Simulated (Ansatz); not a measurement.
Geometry optimisation, Ansatz, RKS PBE-D4/def2-SVP.

Input:

```yaml
crystal:
  periodic: [false, false, false]
  atoms:
    - { symbol: In, position_ang: [0.133501, 0.687276, -0.281303] }
    - { symbol: O, position_ang: [-0.272762, -0.166738, 2.747801] }
    - { symbol: H, position_ang: [-1.227675, -0.361719, 2.655659] }
    - { symbol: O, position_ang: [1.935852, 0.022841, -0.887303] }
    - { symbol: H, position_ang: [1.83303, -0.858954, -1.299482] }
    - { symbol: Cl, position_ang: [-1.885617, -0.352595, -0.940873] }
    - { symbol: S, position_ang: [-0.015466, 2.783955, 0.998138] }
    - { symbol: H, position_ang: [1.345798, 2.819475, 1.105171] }
    - { symbol: H, position_ang: [-0.258363, 0.82616, 2.691691] }
basis:
  gaussian: { orbitals: def2-SVP }
hamiltonian:
  xc: pbe
  dispersion: d4
relax:
  f_tol: 0.03
  max_steps: 50
output:
  orbitals: {}
```

Command:

```bash
$ ansatz run input.yaml --threads 4 --pin off --max-ram 5120MiB --backend cpu --events-out ev --progress --plain --runs-dir out
```

Task: Where does it end, and by what steps?

Result: The forces met the threshold. After 16 steps the energy has fallen by 0.407 eV; H3 moved furthest, 0.71 Å. Joined: In1–O2 (3.17 → 2.38 Å).

| step | energy less start (eV) | largest force component (eV/Å) | accepted |
| --- | --- | --- | --- |
| 0 | 0.0000 | 0.635 | yes |
| 1 | -0.1300 | 0.970 | yes |
| 2 | -0.2953 | 1.071 | yes |
| 3 | -0.2980 | 1.634 | yes |
| 4 | -0.3595 | 0.576 | yes |
| 5 | -0.3463 | 1.248 | no |
| 6 | -0.3838 | 0.232 | yes |
| 7 | -0.3886 | 0.499 | yes |
| 8 | -0.3784 | 0.704 | no |
| 9 | -0.3974 | 0.160 | yes |
| 10 | -0.4019 | 0.066 | yes |
| 11 | -0.4038 | 0.121 | yes |
| 12 | -0.4051 | 0.099 | yes |
| 13 | -0.4060 | 0.141 | yes |
| 14 | -0.4067 | 0.030 | yes |
| 15 | -0.4069 | 0.035 | yes |
| 16 | -0.4071 | 0.018 | yes |

```xyz
9
Properties=species:S:1:pos:R:3
In 0.178 0.739 0.068
O -0.205 -0.210 2.221
H -1.102 -0.542 1.976
O 1.883 -0.041 -0.672
H 1.686 -0.925 -1.041
Cl -1.928 -0.338 -0.406
S 0.047 3.009 0.923
H 1.407 3.103 0.982
H -0.377 0.607 2.738
```

Run time: 25 s on 4 threads of Arm Neoverse V1, on a shared host, peak memory 0.17 GiB.
